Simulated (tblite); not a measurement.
C5H12Si.
Atom-mapped SMILES: `[CH3:1][CH2:2][C@@H:3]1[CH2:4][C@H:5]1[SiH3:6]` (hydrogens: H7, H8, H9 on C1; H10, H11 on C2; H12 on C3; H13, H14 on C4; H15 on C5; H16, H17, H18 on Si6)

Structure used (GFN2-xTB), in Å, numbered top down from 1:
```
atom  x, y, z in Å
C1    -2.2791    0.5858    0.3064
C2    -1.4854   -0.7172    0.2887
C3    -0.1673   -0.5437   -0.4278
C4     0.9927   -1.4295   -0.1124
C5     1.0181    0.0152    0.3136
Si6    2.1852    1.2398   -0.5056
H7    -2.4913    0.9147   -0.7089
H8    -3.2235    0.4532    0.8294
H9    -1.7102    1.3666    0.8068
H10   -2.0728   -1.4940   -0.2100
H11   -1.3015   -1.0469    1.3142
H12   -0.2805   -0.2442   -1.4641
H13    1.6377   -1.7416   -0.9208
H14    0.8664   -2.1836    0.6516
H15    0.8494    0.1704    1.3745
H16    1.6509    2.5945   -0.3422
H17    3.5072    1.1464    0.1194
H18    2.2952    0.9204   -1.9310
```

Calculated harmonic vibrations of the isolated species, GFN2-xTB (tblite), most abundant isotopes, no scaling. The method is semi-empirical: single wavenumbers can be off by several per cent or more. Modes of hydrogen on silicon can be 10 to 20 % off. One conformer, not necessarily the lowest.

Harmonic wavenumbers (cm⁻¹): 67.9, 87.3, 117.8, 187.8, 237.8, 285.2, 368.9, 435.1, 532.9, 550.0, 710.6, 782.1, 789.9, 795.5, 808.1, 843.1, 907.6, 949.6, 977.5, 1027.5, 1050.8, 1065.4, 1094.6, 1101.7, 1117.9, 1187.0, 1237.0, 1256.7, 1277.8, 1326.4, 1412.8, 1419.4, 1482.5, 1491.0, 1501.4, 1507.0, 2247.4, 2248.9, 2253.4, 2949.3, 2972.5, 3016.3, 3025.6, 3030.8, 3032.4, 3036.7, 3074.1, 3081.1.

A = 4874, B = 1558, C = 1281 MHz; mass 100.071 u (most abundant isotopes); point group C1, symmetry number 1.

Problem. Zero-point energy?

Solution. Half the sum of the wavenumbers: 32980 cm⁻¹ = 394.53 kJ/mol.

Problem. What is S at 273.15 K and 1 bar for an ideal gas of classical rigid rotors and harmonic oscillators?

Solution. Translation 164.48, rotation 115.61, vibration 83.45: S = 363.5 J/(mol K).

Problem. And Cp and H(273.15 K) − H(0)?

Solution. Cp = 127.76 J/(mol K), of which vibrations give 94.50 (their classical limit is 48 R = 399.1); H(273.15 K) − H(0) = 21.54 kJ/mol without the zero-point energy, 12.45 from vibrations.

Problem. What must be added to the electronic energy to get the Gibbs energy at 273.15 K and 1 bar?

Solution. ZPE + [H(273.15 K) − H(0)] − T·S = 394.53 + 21.54 − 99.30 = 316.77 kJ/mol.

Problem. How do the functions run with temperature in this model?

Solution. 
```json
{"T (K)": "50", "S (J/(mol K))": "231.7", "Cp (J/(mol K))": "49.6", "H − H(0) (kJ/mol)": "1.95", "G − H(0) (kJ/mol)": "-9.63", "ln q(vib)": "0.28"}
{"T (K)": "100", "S (J/(mol K))": "271.9", "Cp (J/(mol K))": "67.6", "H − H(0) (kJ/mol)": "4.90", "G − H(0) (kJ/mol)": "-22.29", "ln q(vib)": "1.14"}
{"T (K)": "298.15", "S (J/(mol K))": "375.2", "Cp (J/(mol K))": "137.9", "H − H(0) (kJ/mol)": "24.86", "G − H(0) (kJ/mol)": "-87.00", "ln q(vib)": "5.06"}
{"T (K)": "373.15", "S (J/(mol K))": "409.4", "Cp (J/(mol K))": "167.9", "H − H(0) (kJ/mol)": "36.33", "G − H(0) (kJ/mol)": "-116.42", "ln q(vib)": "6.59"}
{"T (K)": "500", "S (J/(mol K))": "465.0", "Cp (J/(mol K))": "212.7", "H − H(0) (kJ/mol)": "60.57", "G − H(0) (kJ/mol)": "-171.91", "ln q(vib)": "9.25"}
{"T (K)": "750", "S (J/(mol K))": "564.2", "Cp (J/(mol K))": "276.5", "H − H(0) (kJ/mol)": "122.30", "G − H(0) (kJ/mol)": "-300.85", "ln q(vib)": "14.52"}
{"T (K)": "1000", "S (J/(mol K))": "649.9", "Cp (J/(mol K))": "318.7", "H − H(0) (kJ/mol)": "197.04", "G − H(0) (kJ/mol)": "-452.88", "ln q(vib)": "19.59"}
```

q(vib) and H(0) count from the zero-point level.

Hindered rotation and anharmonicity are outside this model. Other conformers, if any are populated, would add a mixing term that is left out. The structure is chiral; the term R ln 2 for an equal mix with its mirror image is left out.

On an Arm Neoverse V2 with one thread, no GPU (shared host), this took 0.42 s. This covers the Hessian and the dipole derivatives.
